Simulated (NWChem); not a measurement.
System: CHCl$_{2}$, doublet; SMILES Cl[CH]Cl

NWChem input:

```
start job
memory heap 200 mb stack 700 mb global 900 mb
geometry units angstroms noautoz
  Cl    -0.173850     0.007799     1.470435
  C      0.680973     0.042420     0.000000
  Cl    -0.173850     0.007799    -1.470435
  H      1.697460    -0.355374     0.000000
end
basis spherical
  Cl library def2-svp
  C library def2-svp
  H library def2-svp
end
dft
  odft
  mult 2
  xc revpbe cpbe96
  iterations 150
  mulliken
end
task dft energy
```

Parts of the log:

```
             Northwest Computational Chemistry Package (NWChem) 7.3.0
             --------------------------------------------------------

 CS  symmetry detected

                             Geometry "geometry" -> ""
                             -------------------------

 Output coordinates in angstroms (scale by  1.889725989 to convert to a.u.)

  No.       Tag          Charge          X              Y              Z
 ---- ---------------- ---------- -------------- -------------- --------------
    1 Cl                  17.0000    -0.17077089    -0.00174944    -1.47043500
    2 C                    6.0000     0.68247906     0.06058432     0.00000000
    3 Cl                  17.0000    -0.17077089    -0.00174944     1.47043500
    4 H                    1.0000     1.71133573    -0.30402485     0.00000000

 Effective nuclear repulsion energy (a.u.)     125.8408490412

      Symmetry information
      --------------------

 Group name             Cs
 Group number              2
 Group order               2
 No. of unique centers     3

  pbe96 is a nonlocal functional; adding pw91lda local functional.

                                 NWChem DFT Module
                                 -----------------

 Summary of "ao basis" -> "ao basis" (spherical)
 ------------------------------------------------------------------------------
       Tag                 Description            Shells   Functions and Types
 ---------------- ------------------------------  ------  ---------------------
 Cl                         def2-svp                 8       18   4s3p1d
 C                          def2-svp                 6       14   3s2p1d
 H                          def2-svp                 3        5   2s1p

      Symmetry analysis of basis
      --------------------------

        a'         32
        a"         23

            General Information
            -------------------
          SCF calculation type: DFT
          Wavefunction type:  spin polarized.
          No. of atoms     :     4
          No. of electrons :    41
           Alpha electrons :    21
            Beta electrons :    20
          Charge           :     0
          Spin multiplicity:     2
          Use of symmetry is: on ; symmetry adaption is: on
          Maximum number of iterations: 150
          AO basis - number of functions:    55
                     number of shells:    25
          Convergence on energy requested:  1.00D-06
          Convergence on density requested:  1.00D-05
          Convergence on gradient requested:  5.00D-04

              XC Information
              --------------
                        RevPBE Exchange Functional  1.000
            Perdew 1991 LDA Correlation Functional  1.000 local
           PerdewBurkeErnz. Correlation Functional  1.000 non-local

             Grid Information
             ----------------
          Grid used for XC integration:  medium
          Radial quadrature: Mura-Knowles
          Angular quadrature: Lebedev.
          Tag              B.-S. Rad. Rad. Pts. Rad. Cut. Ang. Pts.
          ---              ---------- --------- --------- ---------
          Cl                  1.00       88           8.0       590
          C                   0.70       49           6.0       434
          H                   0.35       45           7.0       434
          Grid pruning is: on
          Number of quadrature shells:   182
          Spatial weights used:  Erf1

      Superposition of Atomic Density Guess
      -------------------------------------

 Sum of atomic energies:        -956.77112793

      Non-variational initial energy
      ------------------------------

 Total energy =    -957.584223
 1-e energy   =   -1571.539654
 2-e energy   =     488.114582
 HOMO         =      -0.087091
 LUMO         =       0.093569

   Symmetry analysis of molecular orbitals - initial alpha
   -------------------------------------------------------

  Numbering of irreducible representations:

     1 a'          2 a"

  Orbital symmetries:

     1 a"          2 a'          3 a'          4 a'          5 a"
     6 a'          7 a"          8 a'          9 a'         10 a"
    11 a"         12 a'         13 a"         14 a'         15 a'
    16 a"         17 a'         18 a"         19 a"         20 a'
    21 a'         22 a'         23 a"         24 a'         25 a'
    26 a"         27 a'         28 a'         29 a"         30 a'
    31 a'

   Symmetry analysis of molecular orbitals - initial beta
   ------------------------------------------------------

  Numbering of irreducible representations:

     1 a'          2 a"

  Orbital symmetries:

     1 a"          2 a'          3 a'          4 a'          5 a"
     6 a'          7 a"          8 a'          9 a'         10 a"
    11 a"         12 a'         13 a"         14 a'         15 a'
    16 a"         17 a'         18 a"         19 a"         20 a'
    21 a'         22 a'         23 a"         24 a'         25 a'
    26 a"         27 a'         28 a'         29 a"         30 a'
    31 a'

     ---------------------------------------------
      Total Density - Mulliken Population Analysis
     ---------------------------------------------

    Atom       Charge   Shell Charges
 -----------   ------   -------------------------------------------------------
    1 Cl  17    17.17   2.00  1.99  1.22  0.71  5.94  2.11  3.16  0.03
    2 C    6     5.77   1.99  0.94  0.29  1.56  0.95  0.04
    3 Cl  17    17.17   2.00  1.99  1.22  0.71  5.94  2.11  3.16  0.03
    4 H    1     0.88   0.67  0.19  0.03

     --------------------------------------------
      Spin Density - Mulliken Population Analysis
     --------------------------------------------

    Atom       Charge   Shell Charges
 -----------   ------   -------------------------------------------------------
    1 Cl  17     0.11   0.00  0.00  0.00 -0.00  0.00  0.04  0.05  0.01
    2 C    6     0.76   0.00  0.02  0.02  0.39  0.33  0.00
    3 Cl  17     0.11   0.00  0.00  0.00 -0.00  0.00  0.04  0.05  0.01
    4 H    1     0.02   0.01  0.00  0.01

   convergence    iter        energy       DeltaE   RMS-Dens  Diis-err
 ---------------- ----- ----------------- --------- --------- ---------
 d= 0,ls=0.0,diis     1   -958.4787499127 -1.08D+03  1.25D-02  1.56D-01
                                                     1.08D-02  1.37D-01
 d= 0,ls=0.0,diis     2   -958.3213341285  1.57D-01  8.26D-03  4.25D-01
                                                     8.84D-03  4.41D-01
 d= 0,ls=0.0,diis     3   -958.5376406631 -2.16D-01  2.06D-03  1.35D-02
                                                     1.84D-03  1.13D-02
 d= 0,ls=0.0,diis     4   -958.5437897921 -6.15D-03  6.75D-04  7.53D-04
                                                     4.89D-04  7.46D-04
 d= 0,ls=0.0,diis     5   -958.5441584299 -3.69D-04  8.22D-05  1.48D-05
                                                     7.45D-05  1.63D-05
  Resetting Diis
 d= 0,ls=0.0,diis     6   -958.5441678830 -9.45D-06  2.57D-05  1.44D-06
                                                     2.65D-05  1.80D-06
 d= 0,ls=0.0,diis     7   -958.5441689670 -1.08D-06  1.36D-05  1.73D-07
                                                     7.81D-06  7.96D-08
 d= 0,ls=0.0,diis     8   -958.5441689911 -2.41D-08  6.30D-06  1.22D-07
                                                     6.36D-06  1.55D-07

         Total DFT energy =     -958.544168991099
      One electron energy =    -1572.178457603307
           Coulomb energy =      549.873531046889
    Exchange-Corr. energy =      -62.080091475889
 Nuclear repulsion energy =      125.840849041208

 Numeric. integr. density =       41.000000960166

                  Occupations of the irreducible representations
                  ----------------------------------------------

                     irrep           alpha         beta
                     --------     --------     --------
                     a'               12.0         11.0
                     a"                9.0          9.0

                    DFT Final Alpha Molecular Orbital Analysis
                    ------------------------------------------

 Vector   19  Occ=1.000000D+00  E=-2.907532D-01  Symmetry=a'
              MO Center= -1.5D-02, -1.4D-02, -3.3D-14, r^2= 3.2D+00
   Bfn.  Coefficient  Atom+Function         Bfn.  Coefficient  Atom+Function
  ----- ------------  ---------------      ----- ------------  ---------------
    11      0.429159  1 Cl px                43      0.429159  3 Cl px
     8      0.322674  1 Cl px                40      0.322674  3 Cl px
    51     -0.203540  4 H  s                  5      0.185895  1 Cl px
    37      0.185895  3 Cl px                22     -0.147847  2 C  px
    52     -0.096980  4 H  s                 13     -0.084877  1 Cl pz

 Vector   20  Occ=1.000000D+00  E=-2.811272D-01  Symmetry=a"
              MO Center= -1.3D-01, -3.4D-04,  6.3D-14, r^2= 3.3D+00
   Bfn.  Coefficient  Atom+Function         Bfn.  Coefficient  Atom+Function
  ----- ------------  ---------------      ----- ------------  ---------------
    11      0.332912  1 Cl px                13     -0.331605  1 Cl pz
    43     -0.332912  3 Cl px                45     -0.331605  3 Cl pz
     8      0.261388  1 Cl px                40     -0.261388  3 Cl px
    10     -0.248164  1 Cl pz                42     -0.248164  3 Cl pz
     5      0.150615  1 Cl px                37     -0.150615  3 Cl px

 Vector   21  Occ=1.000000D+00  E=-1.693642D-01  Symmetry=a'
              MO Center=  3.6D-01,  1.3D-01,  1.1D-14, r^2= 2.4D+00
   Bfn.  Coefficient  Atom+Function         Bfn.  Coefficient  Atom+Function
  ----- ------------  ---------------      ----- ------------  ---------------
    23      0.542949  2 C  py                26      0.431458  2 C  py
    12     -0.378948  1 Cl py                44     -0.378948  3 Cl py
     9     -0.231538  1 Cl py                41     -0.231538  3 Cl py
    21      0.144576  2 C  s                  6     -0.133048  1 Cl py
    38     -0.133048  3 Cl py                20      0.112250  2 C  s

 Vector   22  Occ=0.000000D+00  E=-1.194868D-02  Symmetry=a'
              MO Center=  2.6D-01, -6.1D-02,  6.2D-14, r^2= 3.1D+00
   Bfn.  Coefficient  Atom+Function         Bfn.  Coefficient  Atom+Function
  ----- ------------  ---------------      ----- ------------  ---------------
    21      1.248313  2 C  s                 13     -0.618455  1 Cl pz
    45      0.618455  3 Cl pz                52     -0.585879  4 H  s
    20      0.580928  2 C  s                  4     -0.470608  1 Cl s
    36     -0.470608  3 Cl s                 25     -0.294375  2 C  px
    22     -0.282979  2 C  px                10     -0.227216  1 Cl pz

 Vector   23  Occ=0.000000D+00  E= 5.418224D-02  Symmetry=a"
              MO Center=  3.3D-01,  2.8D-02, -2.6D-15, r^2= 2.7D+00
   Bfn.  Coefficient  Atom+Function         Bfn.  Coefficient  Atom+Function
  ----- ------------  ---------------      ----- ------------  ---------------
    27      1.049520  2 C  pz                24      0.615632  2 C  pz
     4      0.581462  1 Cl s                 36     -0.581462  3 Cl s
    13      0.502850  1 Cl pz                45      0.502850  3 Cl pz
    11      0.484221  1 Cl px                43     -0.484221  3 Cl px
     3      0.187090  1 Cl s                 35     -0.187090  3 Cl s

 Vector   24  Occ=0.000000D+00  E= 7.489072D-02  Symmetry=a'
              MO Center=  1.7D+00, -3.7D-01, -5.8D-15, r^2= 2.8D+00
   Bfn.  Coefficient  Atom+Function         Bfn.  Coefficient  Atom+Function
  ----- ------------  ---------------      ----- ------------  ---------------
    52      2.090668  4 H  s                 25     -1.129983  2 C  px
    21     -0.981791  2 C  s                 22     -0.410140  2 C  px
    26      0.295140  2 C  py                13     -0.292044  1 Cl pz
    45      0.292044  3 Cl pz                 4     -0.199325  1 Cl s
    36     -0.199325  3 Cl s                 51      0.132799  4 H  s

                     DFT Final Beta Molecular Orbital Analysis
                     -----------------------------------------

 Vector   18  Occ=1.000000D+00  E=-2.883537D-01  Symmetry=a'
              MO Center=  4.5D-03, -1.6D-02, -1.5D-11, r^2= 3.2D+00
   Bfn.  Coefficient  Atom+Function         Bfn.  Coefficient  Atom+Function
  ----- ------------  ---------------      ----- ------------  ---------------
    11      0.423265  1 Cl px                43      0.423265  3 Cl px
     8      0.318827  1 Cl px                40      0.318827  3 Cl px
    51     -0.217807  4 H  s                  5      0.183621  1 Cl px
    37      0.183621  3 Cl px                22     -0.147451  2 C  px
    52     -0.111851  4 H  s                 12     -0.087803  1 Cl py

 Vector   19  Occ=1.000000D+00  E=-2.882693D-01  Symmetry=a"
              MO Center= -1.6D-01, -3.5D-03,  1.5D-11, r^2= 3.2D+00
   Bfn.  Coefficient  Atom+Function         Bfn.  Coefficient  Atom+Function
  ----- ------------  ---------------      ----- ------------  ---------------
    12      0.462752  1 Cl py                44     -0.462752  3 Cl py
     9      0.347940  1 Cl py                41     -0.347940  3 Cl py
     6      0.201374  1 Cl py                38     -0.201374  3 Cl py
    11     -0.045980  1 Cl px                43      0.045980  3 Cl px
     8     -0.034503  1 Cl px                40      0.034503  3 Cl px

 Vector   20  Occ=1.000000D+00  E=-2.792037D-01  Symmetry=a"
              MO Center= -1.3D-01,  1.2D-03,  2.1D-13, r^2= 3.3D+00
   Bfn.  Coefficient  Atom+Function         Bfn.  Coefficient  Atom+Function
  ----- ------------  ---------------      ----- ------------  ---------------
    13     -0.332200  1 Cl pz                45     -0.332200  3 Cl pz
    11      0.329882  1 Cl px                43     -0.329882  3 Cl px
     8      0.258814  1 Cl px                40     -0.258814  3 Cl px
    10     -0.247905  1 Cl pz                42     -0.247905  3 Cl pz
     5      0.149221  1 Cl px                37     -0.149221  3 Cl px

 Vector   21  Occ=0.000000D+00  E=-1.042883D-01  Symmetry=a'
              MO Center=  4.7D-01,  1.6D-01,  1.1D-14, r^2= 2.1D+00
   Bfn.  Coefficient  Atom+Function         Bfn.  Coefficient  Atom+Function
  ----- ------------  ---------------      ----- ------------  ---------------
    23      0.533430  2 C  py                26      0.519257  2 C  py
    12     -0.339848  1 Cl py                44     -0.339848  3 Cl py
     9     -0.194964  1 Cl py                41     -0.194964  3 Cl py
    21      0.116833  2 C  s                 20      0.115888  2 C  s
     6     -0.111296  1 Cl py                38     -0.111296  3 Cl py

 Vector   22  Occ=0.000000D+00  E= 6.023600D-03  Symmetry=a'
              MO Center=  2.8D-01, -6.0D-02,  7.6D-14, r^2= 3.1D+00
   Bfn.  Coefficient  Atom+Function         Bfn.  Coefficient  Atom+Function
  ----- ------------  ---------------      ----- ------------  ---------------
    21      1.288698  2 C  s                 52     -0.643479  4 H  s
    13     -0.610087  1 Cl pz                45      0.610087  3 Cl pz
    20      0.590633  2 C  s                  4     -0.468735  1 Cl s
    36     -0.468735  3 Cl s                 22     -0.275641  2 C  px
    25     -0.269512  2 C  px                11     -0.224803  1 Cl px

 Vector   23  Occ=0.000000D+00  E= 6.679788D-02  Symmetry=a"
              MO Center=  3.5D-01,  2.6D-02, -5.1D-15, r^2= 2.7D+00
   Bfn.  Coefficient  Atom+Function         Bfn.  Coefficient  Atom+Function
  ----- ------------  ---------------      ----- ------------  ---------------
    27      1.066260  2 C  pz                24      0.612395  2 C  pz
     4      0.589656  1 Cl s                 36     -0.589656  3 Cl s
    13      0.501956  1 Cl pz                45      0.501956  3 Cl pz
    11      0.484683  1 Cl px                43     -0.484683  3 Cl px
     3      0.186420  1 Cl s                 35     -0.186420  3 Cl s

[...]
```

Level: revPBE/def2-SVP, spin-unrestricted. In the optimisation the excess spin sits in a' (Cs, its own frame). All runs use the structure optimised with PBE0/def2-SVP, spin-unrestricted. No stability test was run on the SCF state.
